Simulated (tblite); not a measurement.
Compound: C9H12P (charge -1).
Z-matrix (Å and degrees, GFN2-xTB geometry), rows numbered from 1:
```
C 
C   1  1.3359
C   2  1.4324  1  126.43
P   3  1.7717  2  123.98  1     2.83
C   4  1.7335  3   89.63  2  -179.59
C   5  1.3866  4  113.73  3    -0.04
C   6  1.5022  5  122.82  4  -179.89
C   6  1.3990  5  112.41  4    -0.28
C   8  1.5031  3  124.25  2     1.73
C   9  1.5314  8  111.40  3    82.48
H   1  1.0811  2  122.39  3   179.99
H   1  1.0774  2  120.55  3    -0.10
H   2  1.0890  1  117.69  3  -179.84
H   5  1.0824  4  122.44  3  -179.99
H   7  1.0944  6  111.41  5   118.54
H   7  1.0934  6  111.44  5  -121.18
H   7  1.0902  6  110.10  5    -1.19
H   9  1.0952  8  110.51  3   -38.80
H   9  1.0946  8  109.67  3  -156.85
H  10  1.0926  9  111.42  8   179.94
H  10  1.0881  9  109.93  8   -59.36
H  10  1.0886  9  110.04  8    59.38
```

Calculated harmonic vibrations of the isolated species, GFN2-xTB (tblite), most abundant isotopes, no scaling. Against measured fundamentals such values can be off by several per cent, at times by over 20. One conformer, not necessarily the lowest.

Harmonic wavenumbers (cm⁻¹): 57.5, 84.1, 106.4, 126.4, 176.0, 194.2, 197.8, 238.8, 299.5, 338.4, 353.6, 437.7, 458.4, 515.1, 560.6, 599.8, 650.8, 656.6, 733.6, 781.1, 795.7, 872.3, 924.9, 974.9, 991.6, 1000.8, 1002.2, 1024.2, 1071.3, 1081.6, 1112.0, 1189.3, 1245.2, 1253.9, 1313.3, 1318.8, 1386.1, 1394.1, 1399.9, 1413.4, 1466.7, 1487.9, 1502.2, 1503.8, 1508.1, 1517.1, 1520.8, 1643.0, 2918.5, 2922.9, 2941.8, 2947.8, 2960.2, 2964.5, 2996.4, 3014.6, 3017.7, 3029.2, 3042.3, 3103.3.

A = 1440, B = 1082, C = 655.3 MHz; mass 151.068 u (most abundant isotopes); point group C1, symmetry number 1.

Question: Zero-point energy?

Answer: ½Σν̃ = 39170 cm⁻¹ = 111.99 kcal/mol.

Question: What is S at 350 K and 1 bar for an ideal gas of classical rigid rotors and harmonic oscillators?

Answer: Translation 41.77, rotation 30.61, vibration 39.07: S = 111.5 cal/(mol K).

Question: And Cp and H(350 K) − H(0)?

Answer: Cp = 49.60 cal/(mol K), of which vibrations give 41.66 (their classical limit is 60 R = 119.2); H(350 K) − H(0) = 10.12 kcal/mol without the zero-point energy, 7.34 from vibrations.

Question: What must be added to the electronic energy to get the Gibbs energy at 350 K and 1 bar?

Answer: ZPE + [H(350 K) − H(0)] − T·S = 111.99 + 10.12 − 39.01 = 83.10 kcal/mol.

Question: How do the functions run with temperature in this model?

Answer: 
```json
{"T (K)": "100", "S (cal/(mol K))": "71.2", "Cp (cal/(mol K))": "20.5", "H − H(0) (kcal/mol)": "1.35", "G − H(0) (kcal/mol)": "-5.77", "ln q(vib)": "1.62"}
{"T (K)": "200", "S (cal/(mol K))": "89.0", "Cp (cal/(mol K))": "32.2", "H − H(0) (kcal/mol)": "3.99", "G − H(0) (kcal/mol)": "-13.82", "ln q(vib)": "4.58"}
{"T (K)": "300", "S (cal/(mol K))": "104.3", "Cp (cal/(mol K))": "43.8", "H − H(0) (kcal/mol)": "7.79", "G − H(0) (kcal/mol)": "-23.49", "ln q(vib)": "7.60"}
{"T (K)": "500", "S (cal/(mol K))": "131.8", "Cp (cal/(mol K))": "65.1", "H − H(0) (kcal/mol)": "18.77", "G − H(0) (kcal/mol)": "-47.16", "ln q(vib)": "13.61"}
{"T (K)": "800", "S (cal/(mol K))": "167.4", "Cp (cal/(mol K))": "86.1", "H − H(0) (kcal/mol)": "41.72", "G − H(0) (kcal/mol)": "-92.21", "ln q(vib)": "22.27"}
{"T (K)": "1000", "S (cal/(mol K))": "187.7", "Cp (cal/(mol K))": "95.3", "H − H(0) (kcal/mol)": "59.90", "G − H(0) (kcal/mol)": "-127.76", "ln q(vib)": "27.67"}
```

q(vib) and H(0) count from the zero-point level.

Question: Blend soft modes into free rotors: weight 1/[1 + (100 cm⁻¹/ν̃)⁴] for the oscillator and the rest for a rotor with moment μB/(μ + B), μ = h/(8π²ν), B = 10⁻⁴⁴ kg m². What vibrational entropy results?

Answer: 36.82 cal/(mol K) in place of 39.07, which changes −T·S at 350 K by +0.79 kcal/mol.

Hindered rotation and anharmonicity are outside this model. Other conformers, if any are populated, would add a mixing term that is left out. The structure is chiral; the term R ln 2 for an equal mix with its mirror image is left out.

Time: 1.1 s of wall time. Hardware: one thread, Arm Neoverse V1 (aarch64), no GPU (shared host). This covers the Hessian and the dipole derivatives.
